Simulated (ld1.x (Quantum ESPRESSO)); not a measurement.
**Logarithmic derivatives: Ni (Z = 28), TM semilocal**

ld1.x (Quantum ESPRESSO) 7.5 input, shortened:

```
&input
   title='Ni', zed=28., rel=1, dft='PZ', iswitch=3,
   config='[Ar] 3d8 4s2 4p0'
 /
 &inputp
   pseudotype=1, tm=.true., lloc=1,
   nlcc=.true.
 /
3
4S  1  0   2.00   0.00  2.30  2.30  0.0
3D  3  2   8.00   0.00  1.30  1.30  0.0
4P  2  1   0.00   0.00  3.35  3.35  0.0
 &test
   configts(1)='3d8 4s2 4p0'
 /
```

The phase is arctan(r·u′/u) with u = r·R(r), unwrapped; energies in Ry, scanned from -3 to 5 Ry. A pole is an energy at which the radial function vanishes at the test radius. The pseudo phase is shifted by a multiple of π to meet the all-electron one at the reference energy, and phase errors are pseudo minus all-electron; the curves can meet again beyond the range given. Levels narrower than the energy grid can be missing from the lists of poles.

```csv
channel,radius (bohr),reference energy (Ry),"poles, all-electron","poles, pseudo",unbroken range about the reference energy with phases within 0.05 rad,phase error 1 Ry above the reference energy (rad)
s,3.67,-0.43,"-0.07, 3.36","-0.08, 3.06",below 1.0,-0.007
p,3.67,-0.10,"0.58, 4.10","0.57, 3.59",below 1.4,-0.011
d,3.67,-0.67,"-0.66, 1.77","-0.66, 1.81",below 2.9,+0.007
```

Phases in the d channel:

```csv
E (Ry),all-electron,pseudo
-3.00,1.417,1.417
-2.76,1.410,1.410
-2.52,1.403,1.403
-2.28,1.395,1.395
-2.04,1.385,1.385
-1.80,1.374,1.374
-1.56,1.360,1.360
-1.32,1.343,1.343
-1.08,1.318,1.318
-0.84,1.270,1.270
-0.60,-1.784,-1.784
-0.36,-1.888,-1.888
-0.12,-1.968,-1.967
0.12,-2.100,-2.097
0.36,-2.390,-2.381
0.60,-3.168,-3.137
0.84,-4.065,-4.041
1.08,-4.418,-4.405
1.32,-4.571,-4.561
1.56,-4.658,-4.650
1.80,-4.720,-4.711
2.04,-4.772,-4.761
2.28,-4.823,-4.809
2.52,-4.884,-4.864
2.76,-4.973,-4.936
3.00,-5.139,-5.056
3.24,-5.601,-5.326
3.48,-6.794,-6.174
3.72,-7.397,-7.176
3.96,-7.593,-7.503
4.20,-7.685,-7.635
4.44,-7.740,-7.706
4.68,-7.778,-7.751
4.92,-7.807,-7.784
```
